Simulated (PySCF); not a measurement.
PySCF input file for CH5AlFNO, SMILES C[O][Al]([NH2])[F], KT2/pcSseg-1. Geometry optimised at r2SCAN-D4/def2-SVP. The structure was generated by enumeration; whether it is a known compound was not checked. One conformer was computed; it need not be the lowest.

```python
import numpy as np
from pyscf import gto, scf, dft
from pyscf.prop.nmr import rks as nmr

mol = gto.M(
    atom='''
    Al   -0.04225980   -0.50109051    0.00000000
    F    -1.68731007   -0.75534941   -0.00000000
    O     0.58261301    1.06391096   -0.00000000
    C     0.14936158    2.39025148    0.00000000
    H     0.53008686    2.92347945    0.89034041
    H    -0.95345788    2.48271988   -0.00000000
    H     0.53008687    2.92347944   -0.89034041
    N     1.03938510   -1.88430477    0.00000000
    H     0.74384273   -2.85423485   -0.00000000
    H     2.05184012   -1.82578577    0.00000000
    ''',
    basis='pcSseg-1',
    charge=0,
    spin=0,
    max_memory=1600,
    verbose=3,
)
mf = dft.RKS(mol, xc='kt2')
mf.grids.level = 3
mf.conv_tol = 1e-10
mf.max_cycle = 100
mf.kernel()
n = nmr.NMR(mf)
n.verbose = 2
n.max_cycle_cphf = 60
sigma = n.kernel()
print('atom   isotropic/ppm   span/ppm')
for i, s in enumerate(sigma):
    w = np.linalg.eigvalsh((s + s.T) / 2)
    print(f'{mol.atom_symbol(i):2s}{i + 1:3d} {w.mean():14.3f} {w[2] - w[0]:11.3f}')
```

Program output:

```
converged SCF energy = -519.630006416143
atom   isotropic/ppm   span/ppm
Al  1        469.692     124.750
F   2        361.613     142.135
O   3        325.511      91.901
C   4        126.929      86.185
H   5         27.211      10.772
H   6         26.968      10.889
H   7         27.211      10.772
N   8        267.870      52.141
H   9         31.268      18.880
H  10         31.203      18.761
```

The calculation finished and met its thresholds.
